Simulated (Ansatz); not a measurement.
Reaction (redistribution): `C[SiH2]N[SiH](O)O` + `CB[SiH2]C` → `C[SiH2][SiH](O)O` + `CBN[SiH2]C`

Program: Ansatz. Geometries: PBE0-D4/def2-TZVP. ΔE: electronic, gas phase. CCSD(T)/CBS is the MP2 limit (def2-TZVPP, def2-QZVPP) plus CCSD(T) − MP2 in def2-TZVPP, frozen cores. DFT in def2-TZVPP. Each species was taken in one conformer, which may not be the lowest.

```csv
level,ΔE (eV)
ωB97X-V,-0.65
ωB97M-V,-0.63
MP2/CBS(def2),-0.62
CCSD/CBS(def2),-0.59
```

What does CCSD(T)/CBS give? (Estimate.)

The calculation gave: -0.62 eV. The listed levels differ from it by -0.03, -0.01, 0.00, 0.03 eV.

Largest T1 diagnostic among the species: 0.012.

From PBE to PBE0 (25 % exact exchange), in def2-TZVPP and without D4, ΔE moves by +0.06 eV. In def2-TZVPP, CCSD(T) changes the Hartree–Fock value by −0.13 eV (the triples alone add −0.03 eV) and MP2 by −0.13 eV.
